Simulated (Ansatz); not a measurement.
Mulliken charges of H$_{4}$SSeSi, SMILES `S[SiH2][SeH]` from PBE/def2-TZVPP in Ansatz (PBE0-D4/def2-TZVP geometry).

```
atom   x (Å)   y (Å)   z (Å)  charge (e)
  S1  -2.020   0.112  -0.528      -0.236
 Si2  -0.099   0.367   0.351       0.280
 Se3   1.054  -1.593   0.187      -0.154
  H4  -1.537  -0.224  -1.736       0.126
  H5   0.704   1.429  -0.303      -0.038
  H6  -0.394   0.748   1.752      -0.038
  H7   2.353  -0.906   0.231       0.062
```

Task: By hand: the dipole of these point charges (1 e Å = 4.8032 D).

Result: Σ q r = (0.227, 0.155, -0.065) e Å, of length 0.282 e Å = 1.35 D.

Task: How does the dipole of the full density compare? (An estimate is asked.)

Result: Computed: (0.177, 0.119, -0.096) e Å, 1.12 D; the point charges give 1.21 times that, at 11° from its direction.

Point charges leave out the atoms' own dipoles, such as those of lone pairs, and Mulliken's split depends on the basis, so the two needn't agree.
